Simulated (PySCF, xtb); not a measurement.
CH5F2NSi2, SMILES F[SiH2]/C=N/[SiH2]F. The values are those of a single conformer.

Harmonic wavenumbers (cm⁻¹) from xtb 6.7.1 with GFN2-xTB at its own minimum, in rising order: 24, 60, 91, 144, 160, 236, 334, 436, 541, 552, 596, 672, 707, 728, 739, 761, 770, 786, 819, 875, 1316, 1729, 2340, 2359, 2374, 2384, 2777.

Q: What does TPSSh-D3(BJ)/def2-SVP (PySCF 2.14.0) give at its own minimum? (The exact figures need the calculation; the answer reports its results.)

A: 44, 55, 116, 137, 178, 254, 385, 550, 670, 716, 731, 757, 762, 855, 860, 915, 928, 950, 968, 971, 1339, 1711, 2287, 2296, 2308, 2312, 2954. Paired by order, the mean absolute difference is 84 cm⁻¹ and the zero-point energies are 36.2 and 38.6 kcal/mol.
